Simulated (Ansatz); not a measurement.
Reaction (substitution at a C–Cl bond): `ClC1O[SiH2]1` + H₂S → `SC1O[SiH2]1` + HCl

Calculated with Ansatz (gas phase, PBE0-D4/def2-TZVP geometries, no zero-point term in ΔE). CCSD(T)/CBS adds triple-zeta CCSD(T) − MP2 to the extrapolated MP2 energy (def2 sets, frozen cores). This one scheme is used for every species. One conformer a species, not always the lowest.

`ClC1O[SiH2]1`:

Z-matrix (Å, degrees):
```
C
O 1 1.432
Si 1 1.810 2 60.9
Cl 1 1.764 2 114.3 3 114.1
H 1 1.086 2 113.6 3 -119.7
H 3 1.475 1 120.2 2 100.6
H 3 1.478 1 123.0 2 -97.0
```

H₂S:

Cartesian coordinates in Å:
```
S 0.054 0.616 -0.036
H -0.989 -0.227 -0.031
H 0.936 -0.389 0.067
```

`SC1O[SiH2]1`:

Cartesian coordinates in Å:
```
S 0.731 -1.333 1.242
C 0.063 -0.554 -0.198
O 0.771 0.630 -0.708
Si -0.702 1.085 -0.093
H 1.766 -1.956 0.646
H -0.191 -1.242 -1.000
H -1.728 1.525 -1.062
H -0.710 1.844 1.173
```

HCl:

Z-matrix (Å, degrees):
```
Cl
H 1 1.279
```

```csv
species,CCSD(T)/CBS(def2) energy (Eh)
`ClC1O[SiH2]1`,-863.85581
H₂S,-398.97279
`SC1O[SiH2]1`,-802.45452
HCl,-460.38127
```

(1) Work out ΔE.

Largest T1 diagnostic among the species: 0.015.

Results:

(1) ΔE = (-802.45452) + (-460.38127) − (-863.85581) − (-398.97279) = -0.00719 Eh = -0.20 eV.

From BLYP to BHLYP (50 % exact exchange), in def2-TZVPP and without D4, ΔE moves by −0.04 eV. Leaving LDA and LC-ωPBE aside and taking each functional with its dispersion term where it has one, the values, not all of them listed here, spread over 0.05 eV, from PBE-QIDH to BLYP-D4.
